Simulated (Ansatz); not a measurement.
Single points on (FInO)3 ring (In₃O₃F₃).

```yaml
crystal:
  periodic: [false, false, false]
  atoms:
    - {symbol: In, position_ang: [0.587196, -0.725001, 1.770952]}
    - {symbol: F, position_ang: [1.157633, -1.420034, 3.495701]}
    - {symbol: O, position_ang: [-1.357582, -0.468153, 1.386669]}
    - {symbol: In, position_ang: [-1.947828, 0.267330, -0.375838]}
    - {symbol: F, position_ang: [-3.839879, 0.538658, -0.735966]}
    - {symbol: O, position_ang: [-0.585117, 0.726008, -1.764471]}
    - {symbol: In, position_ang: [1.360996, 0.455535, -1.396497]}
    - {symbol: F, position_ang: [2.682314, 0.888963, -2.756429]}
    - {symbol: O, position_ang: [1.942267, -0.263296, 0.375878]}
basis:
  gaussian: {orbitals: def2-TZVP, initial_orbitals: start.molden}
hamiltonian: {xc: pbe, dispersion: d4}
scf: {omitted_lower_state_checks: [starts]}
output: {orbitals: {seedname: orbitals}}
```

The file start.molden holds the orbitals of an earlier run on this structure, at another level or in another basis.

```sh
$ ansatz run in.yaml --threads 2 --pin off --events-out ev --progress --plain --max-ram 20480MiB --backend cuda --devices 0, --max-vram 18GiB
```

It prints (some lines left out):

```
Functional definition: PBE
2085 factors; their error is unknown
mean field evaluation 1: about -29810.6113 eV, gradient 1.5e1 eV
mean field evaluation 2: about -29811.0109 eV, gradient 3.9e-1 eV
mean field evaluation 4: about -29810.9971 eV, gradient 2.4e-1 eV
mean field evaluation 8: about -29810.9972 eV, gradient 1.4e-5 eV
mean field -29810.99716201 eV, -1095.5339390843 hartree, gradient 1.4e-5 eV, S^2 0.000000; 0 other end points of the search recorded, 0 dependent functions left out
reference -29810.99726105 eV, -1095.5339427241 hartree; 57, 57 occupied and 279, 279 virtual orbitals, 2085 factors
Total energy: -29811.30633915 eV, -1095.5453011345 hartree
Checks for a lower state left out: starts
```

It took 2.4 s on 2 threads of AMD EPYC 7R13 on a shared host and a share (18 GiB) of an NVIDIA H100 80GB HBM3, peak host memory 0.86 GiB.

The first input with `hamiltonian: {xc: pbe0, dispersion: d4}`, `output: {forces: true, orbitals: {seedname: orbitals}}` (abridged; 3.3 s):

```
Functional definition: PBE0
mean field -29809.84618418 eV, -1095.4916414291 hartree, gradient 2.3e-5 eV, S^2 0.000000
Total energy: -29810.11523383 eV, -1095.5015288214 hartree
Atom 0 force    -0.000416    -0.000560     0.001574 eV/Å
Atom 1 force    -0.121552     0.147940    -0.369935 eV/Å
Atom 2 force     0.388365     0.138613    -0.394587 eV/Å
Atom 3 force    -0.000679     0.002098     0.002280 eV/Å
Atom 4 force     0.405233    -0.059296     0.075089 eV/Å
Atom 5 force     0.167216    -0.209321     0.501154 eV/Å
Atom 6 force    -0.000652    -0.000927     0.001622 eV/Å
Atom 7 force    -0.283943    -0.091769     0.291535 eV/Å
Atom 8 force    -0.553573     0.073223    -0.108732 eV/Å
Dipole moment:     0.000904    -0.002402    -0.002142 e Å
Checks for a lower state left out: starts
```

The first input with `gaussian: {orbitals: def2-SVP, initial_orbitals: start.molden}` (abridged; 2.9 s, on the CPU threads alone):

```
Functional definition: PBE
mean field -29791.82337117 eV, -1094.8293152673 hartree, gradient 5.1e-5 eV, S^2 0.000000
Total energy: -29792.13251901 eV, -1094.8406762409 hartree
Checks for a lower state left out: starts
```

As the first input, with `correlation: {method: mp2}` and without the key `hamiltonian` (abridged; 3.3 s):

```
Functional definition: HF
mean field -29685.62551986 eV, -1090.9266162152 hartree, gradient 3.5e-6 eV, S^2 0.000000
18 core orbitals not correlated: weight in the atoms' cores, before any rotation towards them, 1.000 or more for the frozen orbitals, at most 0.000 for the correlated occupied ones
second order -62.90637740 eV of doubles, -0.00000000 eV of singles
Total energy: -29748.53189726 eV, -1093.2383829452 hartree
Checks for a lower state left out: starts
```

Geometry: r2SCAN-D4/def2-SVP.

In the def2 sets In takes a core potential; there is no spin–orbit coupling. Correlated methods freeze 18 core orbitals; core or outer-core shells of In are correlated, in sets that lack core-valence functions.
